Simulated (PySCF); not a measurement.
Computed IR spectrum (relative IR intensity) of a molecule C4H7FO. Geometry: PBE-D3(BJ)/def2-SVP. One conformer was computed; it need not be the lowest. Calculation: PBE-D3(BJ)/def2-SVP (PySCF). No scaling factor is applied to the harmonic values.

```json
[
 {"ν (cm⁻¹)": "104", "relative intensity": "5.0"},
 {"ν (cm⁻¹)": "205", "relative intensity": "2.0"},
 {"ν (cm⁻¹)": "289", "relative intensity": "2.6"},
 {"ν (cm⁻¹)": "365", "relative intensity": "3.1"},
 {"ν (cm⁻¹)": "479", "relative intensity": "11"},
 {"ν (cm⁻¹)": "623", "relative intensity": "13"},
 {"ν (cm⁻¹)": "735", "relative intensity": "4.3"},
 {"ν (cm⁻¹)": "783", "relative intensity": "15"},
 {"ν (cm⁻¹)": "857", "relative intensity": "59"},
 {"ν (cm⁻¹)": "953", "relative intensity": "9.6"},
 {"ν (cm⁻¹)": "1021", "relative intensity": "66"},
 {"ν (cm⁻¹)": "1066", "relative intensity": "12"},
 {"ν (cm⁻¹)": "1072", "relative intensity": "21"},
 {"ν (cm⁻¹)": "1123", "relative intensity": "43"},
 {"ν (cm⁻¹)": "1139", "relative intensity": "24"},
 {"ν (cm⁻¹)": "1148", "relative intensity": "73"},
 {"ν (cm⁻¹)": "1188", "relative intensity": "52"},
 {"ν (cm⁻¹)": "1235", "relative intensity": "98"},
 {"ν (cm⁻¹)": "1319", "relative intensity": "96"},
 {"ν (cm⁻¹)": "1333", "relative intensity": "14"},
 {"ν (cm⁻¹)": "1403", "relative intensity": "15"},
 {"ν (cm⁻¹)": "1410", "relative intensity": "10"},
 {"ν (cm⁻¹)": "1427", "relative intensity": "41"},
 {"ν (cm⁻¹)": "1452", "relative intensity": "33"},
 {"ν (cm⁻¹)": "2902", "relative intensity": "100"},
 {"ν (cm⁻¹)": "2965", "relative intensity": "91"},
 {"ν (cm⁻¹)": "2990", "relative intensity": "49"},
 {"ν (cm⁻¹)": "3063", "relative intensity": "2.8"},
 {"ν (cm⁻¹)": "3069", "relative intensity": "32"},
 {"ν (cm⁻¹)": "3074", "relative intensity": "34"},
 {"ν (cm⁻¹)": "3167", "relative intensity": "5.2"}
]
```

Task: Pick the molecule that these values belong to.
A. CO[C@@H]1C[C@@H]1F
B. O[C@H]1CC[C@@H]1F
C. F[C@H]1CCOC1
D. C[C@H]1[C@@H](O)[C@@H]1F

Result: A, CO[C@@H]1C[C@@H]1F
